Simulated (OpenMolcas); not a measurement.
**Fe2+, Ru2+, Os2+: d⁶ down the group**

* Program: OpenMolcas 26.06
* Method: CASSCF
* Basis: ANO-R2
* Scalar Hamiltonian: X2C, finite nucleus
* Spin-orbit coupling: state interaction with AMFI integrals over the reference wave functions, term energies averaged over their components

Active space for each ion: 6 electrons in 10 orbitals (d d).

Computed levels in cm-1 above ⁵D₄:

```
                               Level   Fe2+   Ru2+   Os2+
                                 ⁵D₃    411   1103   4378
                                 ⁵D₂    702   1778   4975
                                 ⁵D₁    889   2209   6883
                                 ⁵D₀    981   2417   7315
                                 ³H₆  21947  17488  18236
                                 ³H₅  22155  17857  18382
                              ³P₂(1)  23959  18578  18564
                              ³P₁(1)  25241  21894  32500
                              ³F₃(1)  25281  20277  21527
weight of ⁵D in the lowest level (%)    100     99     89
```

Mixed levels, with the weight of the term that names them: Os2+ ³H₅ (60 %), Os2+ ³P₂(1) (65 %), Os2+ ³P₁(1) (56 %), Os2+ ³F₃(1) (59 %).

Measured, with the error of the calculation in %. Measured levels: Fe2+ from Corliss and Sugar, J. Phys. Chem. Ref. Data 11, 135 (1982); Ru2+ from Moore, Atomic Energy Levels, vol. III, NSRDS-NBS 35 (1971 reprint of NBS Circular 467, 1958).

```csv
Level,Fe2+,Ru2+
⁵D₃,436 (-5.8),1159 (-4.8)
⁵D₂,739 (-5.0),1826 (-2.6)
⁵D₁,932 (-4.6),2266 (-2.5)
⁵D₀,1027 (-4.5),2476 (-2.4)
³H₆,20051 (+9.5),
³H₅,20301 (+9.1),
³P₂(1),19405 (+23.5),
³P₁(1),20688 (+22.0),
³F₃(1),21700 (+16.5),
```

The fine-structure level ⁵D₀ changes by a factor of 7.46 from Fe2+ to Os2+.

Without spin-orbit coupling ³H lies 21737, 16943, 15857 cm-1 above ⁵D in that order; the difference to the level ³H₆, of either sign, comes from spin-orbit coupling, which also lowers the zero.

Without dynamic correlation excited terms often stand tens of per cent too high (terms of higher spin than the ground term too low), and those without a measured partner can miss by more than the paired ones. Active for correlation alone: 4d; no level in the range computed is led by a configuration that fills it, so any true level of that kind is missing (holds for Fe2+). Active for correlation alone: 5d; no level in the range computed is led by a configuration that fills it, so any true level of that kind is missing (holds for Ru2+). Active for correlation alone: 6d; no level in the range computed is led by a configuration that fills it, so any true level of that kind is missing (holds for Os2+). Computed and measured levels are paired by configuration, term and J; levels that our copy of the source lacks, or whose pairing is in doubt (as where it misses far off the trend of its configuration), stay unpaired and out of the deviations. Only configurations of the active space appear.

A number in round brackets counts repeated terms of one configuration in the order of the reference energies.
